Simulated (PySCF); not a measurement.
Ga(Me)2(Cl) (C2H6ClGa), SMILES [CH3][Ga]([CH3])[Cl]. Atoms are numbered in the order given.

```xyz
10

Ga     0.0000     0.0000    -0.3357
C      0.0002     1.8009    -1.1301
H      0.8812     2.3580    -0.7739
H      0.0120     1.7720    -2.2296
H     -0.8948     2.3482    -0.7936
C     -0.0002    -1.8009    -1.1301
H      0.8948    -2.3482    -0.7936
H     -0.8812    -2.3580    -0.7739
H     -0.0120    -1.7720    -2.2296
Cl     0.0000     0.0000     1.8565
```
Charge 0, spin multiplicity 1.

Coordinates come from a B3LYP-D3(BJ)/def2-SVP optimisation. The isomer is the one that the SMILES or the coordinates give; other isomers of the formula were not compared.

Two levels are set side by side: PBE/pcSseg-1 (PySCF) and B3LYP/pcSseg-1 (PySCF). GIAO shifts against HCl (³⁵Cl), TMS (¹H), TMS (¹³C) at the same level; non-relativistic, no solvent, atoms listed together averaged. Without spin–orbit terms, shifts of atoms bonded to Cl or Br come out too high at both levels. Differences are taken from unrounded values.

```csv
quantity,B3LYP,PBE,PBE minus B3LYP
"δ(¹³C) of C2, C6 (ppm)",5.1,6.3,1.1
"δ(¹H) of H3, H4, H5, H7, H8, H9 (ppm)",0.77,0.81,0.05
δ(³⁵Cl) of Cl10 (ppm),122.3,156.9,34.6
```

Rough cost on one machine, each run with all the roots and properties that it gave: B3LYP against PBE within a factor of 2.
